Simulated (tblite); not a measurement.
Species: C6H8N2S.
Bonds: C1–C2 (double), C2–C3, C3–N4 (aromatic), N4–N5 (aromatic), N5–S6 (aromatic), S6–C7 (aromatic), C7–C8, C8–C9, C3–C7 (aromatic). Hydrogens: H10, H11 on C1; H12 on C2; H13, H14 on C8; H15, H16, H17 on C9.

Structure optimised with GFN2-xTB, isolated species.

(1) What internal coordinates does the optimisation give?

Results:

(1) 
| bond | length (bohr) | order |
| --- | --- | --- |
| C1=C2 | 2.508 | double |
| C2–C3 | 2.737 | single |
| C3–N4 | 2.554 | aromatic |
| N4–N5 | 2.359 | aromatic |
| N5–S6 | 3.150 | aromatic |
| S6–C7 | 3.243 | aromatic |
| C7–C8 | 2.809 | single |
| C8–C9 | 2.894 | single |
| C3–C7 | 2.625 | aromatic |
| C1–H10 | 2.034 | single |
| C1–H11 | 2.033 | single |
| C2–H12 | 2.044 | single |
| C8–H13, C8–H14 | 2.064 | single |
| C9–H15, C9–H16, C9–H17 | 2.055 | single |

Bonds in one row agree within 0.02 bohr and their mean is given. Orders are formal, as drawn. A selection of angles:
| angle | degrees |
| --- | --- |
| C1–C2–C3 | 122.9 |
| C2–C3–N4 | 121.4 |
| C2–C3–C7 | 126.6 |
| N4–C3–C7 | 112.0 |
| C3–N4–N5 | 115.8 |
| N4–N5–S6 | 113.2 |
| N5–S6–C7 | 91.4 |
| S6–C7–C8 | 122.9 |
| C3–C7–S6 | 107.6 |
| C3–C7–C8 | 129.4 |
| C7–C8–C9 | 110.7 |

Dihedral angles: C1–C2–C3–N4 -1° (synperiplanar); S6–C7–C8–C9 -93° (anticlinal). The mirror-image conformer, all signs reversed, is as good.

Of the pairs four or more bonds apart, N4···H10 is among the closest relative to their van der Waals radii: 2.57 Å, 93 % of the sum of Bondi's values. The C–C distances run from 1.327 Å (C1=C2, drawn double) to 1.532 Å (C8–C9, drawn single), a spread of 0.205 Å. N5 (pyridine-type nitrogen) is bent (angle 113.2°). The 5-membered ring C3–N4–N5–S6–C7 has internal angles of 91.4° to 115.8° (sum 540°, against 540° for a flat polygon); it is planar, 0.00 Å rms from its mean plane, widest ring torsion 0°. N4 (pyridine-type nitrogen) is bent (angle 115.8°).

Point group: C1 (no symmetry element, even within 0.4 Å). Its GFN2-xTB frequencies are all real (lowest 43 cm⁻¹). The numbers are those of one conformer.

These are computed values.
